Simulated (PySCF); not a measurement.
**Diatomics of Li with the alkali metals**

PBE0 with double-zeta basis sets in PySCF, for the lowest determinant that a PBE0 search found; no spin–orbit coupling. De refers to high-spin ground-configuration atoms. A positive dipole means M(−)Li(+).

```
 M          basis  state (unpaired electrons)  Re (Å)  ωe (cm⁻¹)  De (eV)  μ (D)
Li      def2-SVPD      singlet (closed shell)   2.787        329     0.85    n/a
Na  jorge-DZP-DKH      singlet (closed shell)   2.917        253     0.74  -0.38
 K     x2c-SVPall      singlet (closed shell)   3.423        203     0.65  -3.08
Rb       def2-SVP      singlet (closed shell)   3.569        185     0.61  -3.60
Cs       def2-SVP      singlet (closed shell)   3.789        174     0.60  -4.84
```

The shortest bond is that of Li2 (2.787 Å), the longest that of CsLi (3.789 Å).

The rows differ in basis set, which adds steps of its own.

Down a group the atoms grow and get heavier, so bonds lengthen and wavenumbers fall; this series shows no clear exception.

Closed-shell solutions of metal pairs were not tested for spin polarisation, which can lower them a little. Spin–orbit coupling is left out.
